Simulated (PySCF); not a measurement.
# Vibration and rotation of KBe⁺

RHF-CCSD(T) constants of KBe⁺, ¹Σ⁺ (singlet), closed shell (basis K pcseg-2, Be pcseg-2; no relativity; PySCF 2.14; masses 38.9637 and 9.0122 u):

| Property | Result |
| --- | --- |
| ωe | 118.8 cm⁻¹ |
| ωexe | 2.66 cm⁻¹ |
| Be | 0.18081 cm⁻¹ |
| αe | 0.00480 cm⁻¹ |
| D (centrifugal) | 1.68e-06 cm⁻¹ |
| De to K⁺ + Be | 0.174 eV |

Estimate the standard entropy (1 bar) and heat capacity of the ideal gas at 1500 K, rigid rotor with B0 and harmonic oscillator at the fundamental.

Translation (Sackur–Tetrode, M = 47.98 u): 190.7 J/(mol K). Rotation: q = kT/(σB0) = 5840 with σ = 1, 80.4. Vibration: x = hcν0/kT = 0.109, 26.76. S° = 297.9 J/(mol K); Cp = 7R/2 + 8.31 = 37.4 J/(mol K).

Correlated steps freeze 5 core orbitals. The bond is weak. Basis-set superposition, not corrected here, can be much of De in a small basis, most of all at correlated wavefunction levels. For an ion De counts to the pair picked by the measured ionisation energies or electron affinities, which need not be the lowest pair at this level.
